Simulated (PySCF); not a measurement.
Compound: C3H7FPSi2 (doublet state).
Cartesian coordinates in Å at the GFN2-xTB level; atoms count from 1:
```xyz
14
C3H7FPSi2 angstrom
C     -3.4639    0.6461    0.5927
C     -2.3412    0.2534   -0.0255
C     -1.3197   -0.1088   -0.6199
Si     0.2606   -0.6540   -1.3477
Si     1.7985   -0.8644    0.4044
F      2.9174   -1.9277   -0.0992
P      2.9715    0.9431    1.0315
H     -4.2056   -0.0710    0.8972
H     -3.6491    1.6858    0.7967
H      0.7013    0.3560   -2.3262
H      0.0636   -1.9345   -2.0364
H      1.3366   -1.5011    1.6393
H      3.0874    1.4836   -0.2391
H      1.8419    1.6929    1.3101
```

The hyperfine couplings belong to this conformer and change with its torsions.

Identity: `[CH2]C#C[SiH2][Si@@H](F)P` [radical].

The calculation used UKS B3LYP, pcH-1 on C F H P Si, non-relativistic, mean-field spin-orbit, GIAO in PySCF. Geometry: GFN2-xTB, one conformer, isolated molecule. Couplings are sensitive to structure, and on GFN2-xTB geometries they can be far from those on DFT ones. Stability of the SCF solution: not tested.

(1) The isotropic 13C couplings are -59.8, +59.1, +46.9 MHz. Assign them to C1; C2; C3.

(2) The isotropic 29Si couplings are -56.4, +26.8 MHz. Assign them to Si4; Si5.

Answers

(1) 
```json
{"site": "C1", "a_iso (MHz)": "+59.1", "ρ(0) (bohr⁻³)": "+0.0526", "position": "largest spin population", "distance from C1 (Å)": "0.00", "spin population": "+0.73", "largest |T| (MHz)": "112.4"}
{"site": "C2", "a_iso (MHz)": "-59.8", "ρ(0) (bohr⁻³)": "-0.0532", "position": "1 bond from C3", "distance from C1 (Å)": "1.34", "spin population": "-0.27", "largest |T| (MHz)": "23.3"}
{"site": "C3", "a_iso (MHz)": "+46.9", "ρ(0) (bohr⁻³)": "+0.0417", "position": "a main spin site", "distance from C1 (Å)": "2.58", "spin population": "+0.57", "largest |T| (MHz)": "79.8"}
```

(2) 
| site | a_iso (MHz) | ρ(0) (bohr⁻³) | position | distance from C1 (Å) | spin population | largest \|T\| (MHz) |
| --- | --- | --- | --- | --- | --- | --- |
| Si4 | +26.8 | -0.0302 | 1 bond from C3 | 4.40 | -0.03 | 1.5 |
| Si5 | -56.4 | +0.0635 | 2 bonds from C3 | 5.48 | +0.03 | 7.5 |

ρ(0) is the spin density at the nucleus and T the dipolar tensor; a_iso includes a spin–orbit part; entries for several nuclei are means. The Mulliken spin populations are largest on C1 (+0.73), C3 (+0.57) and C2 (-0.27). The positive populations add up to 1.37 and the negative ones to -0.37, together 2S = 1. The angles at C1 add up to 360.0°, so it is planar; its axial dipolar tensor and the negative couplings of its protons fit spin in a p orbital normal to that plane. Main spin sites, with 60 % or more of the largest population: C1, C3; positions count bonds from the nearest.

Means are taken over nuclei equivalent by connectivity, which assumes that they swap fast. H8 and H9 aren't averaged: C1 is flat or nearly so (angle sum 360°), and its turn about the short C1–C2 bond (1.34 Å) is taken as slow.
